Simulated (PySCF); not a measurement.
**Löwdin shares of the frontier orbitals**

Species: C4H9BO2Si.
Z-matrix (Å and degrees, GFN2-xTB geometry), rows numbered from 1:
```
B 
Si  1  1.9423
O   2  1.6342  1  118.84
C   3  1.3975  2  130.21  1    37.60
C   2  1.9305  1  123.66  3  -135.98
O   5  1.4350  2   92.87  1  -102.21
C   6  1.3729  5  102.35  2    -6.19
C   7  1.3258  2  140.41  1   -64.67
H   1  1.1700  2  120.65  3   -24.01
H   1  1.1673  2  122.49  3   159.40
H   4  1.0920  3  111.31  2   -36.88
H   4  1.0905  3  108.01  2  -156.89
H   4  1.0921  3  110.12  2    83.99
H   5  1.0904  2  117.76  1    11.55
H   5  1.0909  2  117.00  1   144.06
H   8  1.0745  7  120.63  2    -1.28
H   8  1.0775  7  121.72  2   179.30
```

Computed, not measured: TDDFT PBE0/def2-SVPD, vertical, gas phase, core orbitals frozen in the response in PySCF.

Frontier orbitals with the atoms that hold most of them (Löwdin shares over 4%, at most four atoms; ? is withheld):

| orbital | ε (eV) | atoms |
| --- | --- | --- |
| HOMO-3 | -9.08 | O3 41%, C4 13%, O6 13%, Si2 8% |
| HOMO-2 | -8.09 | C5 30%, Si2 17%, O3 13%, O6 12% |
| HOMO-1 | -7.70 | O3 22%, C7 19%, Si2 14%, O6 12% |
| HOMO | ? | ? |
| LUMO | -2.99 | ? |
| LUMO+1 | -0.09 | Si2 20%, C7 18%, C8 17%, B1 9% |
| LUMO+2 | 0.45 | B1 32%, C4 13%, Si2 8%, H9 7% |

(1) Which atoms hold the HOMO, and with what shares?

(2) Which atoms hold the LUMO, and with what shares?

(3) What is the HOMO energy, and the HOMO–LUMO gap?

Answers

(1) C8 (bonded to C and 2 H) 34%; O6 (bonded to 2 C) 28%; C7 (bonded to C, O and Si) 21%. By element: carbon 55% or more, oxygen 28% or more.

(2) B1 (bonded to Si and 2 H) 53%; Si2 (bonded to B, 2 C and O) 18%; H9 (bonded to B) 9%; H10 (bonded to B) 8%. By element: boron 53%, silicon 18%, hydrogen 18% or more.

(3) ε(HOMO) = -6.44 eV; the gap is 3.46 eV (0.1270 hartree).

Q: How does S1 compare with the orbital gap of 3.46 eV?

A: S1 is at 2.46 eV (f = 0.010), 1.00 eV below the gap, made of HOMO→LUMO (99%). 

Q: One configuration dominates each of S1, S2, S3 and S6. Which, and how do the shares of the two leading atoms of either orbital change from the occupied to the empty one?

A: 
- S1 (2.46 eV, f 0.010), HOMO→LUMO (99%): C8 34% → at most 9%, O6 28% → at most 9%, B1 at most 4% → 53%, Si2 at most 4% → 18%
- S2 (3.44 eV, f 0.011), HOMO-1→LUMO (84%): O3 22% → at most 9%, C7 19% → at most 9%, B1 at most 13% → 53%, Si2 14% → 18%
- S3 (4.04 eV, f 0.049), HOMO-2→LUMO (84%): C5 30% → at most 9%, Si2 17% → 18%, B1 at most 12% → 53%
- S6 (5.50 eV, f 0.063), HOMO→LUMO+1 (80%): C8 34% → 17%, O6 28% → at most 9%, Si2 at most 4% → 20%, C7 21% → 18%

One conformer stands for the species.
